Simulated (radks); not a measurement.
Species: La IV. Configuration: [Xe]. Calculated with a radial shooting solver on a logarithmic mesh with Libxc functionals: Dirac Kohn-Sham, BLYP, spin-unpolarised, spherical densities, finite nucleus; Fermi nuclear charge, rms radius 4.855 fm.

Unscreened Slater integrals over Kohn-Sham orbitals (hartree). Large and small components are both included.

\begin{tabular}{lr}
integral & value \\ \hline
F0(5p3/2,5p3/2) & 0.50474 \\
F2(5p3/2,5p3/2) & 0.27345 \\
F0(5p3/2,5p1/2) & 0.51481 \\
G2(5p3/2,5p1/2) & 0.27721 \\
F0(5p3/2,5s1/2) & 0.53886 \\
G1(5p3/2,5s1/2) & 0.35876 \\
F0(5p3/2,4d5/2) & 0.62833 \\
F2(5p3/2,4d5/2) & 0.18238 \\
G1(5p3/2,4d5/2) & 0.052339 \\
G3(5p3/2,4d5/2) & 0.050999 \\
F0(5p1/2,5p1/2) & 0.52575 \\
F0(5p1/2,5s1/2) & 0.55197 \\
G1(5p1/2,5s1/2) & 0.37821 \\
F0(5p1/2,4d5/2) & 0.65117 \\
G3(5p1/2,4d5/2) & 0.057524 \\
F0(5s1/2,5s1/2) & 0.58367 \\
F0(5s1/2,4d5/2) & 0.71053 \\
G2(5s1/2,4d5/2) & 0.082074 \\
F0(4d5/2,4d5/2) & 1.1676 \\
F2(4d5/2,4d5/2) & 0.59437 \\
F4(4d5/2,4d5/2) & 0.39728 \\
\end{tabular}
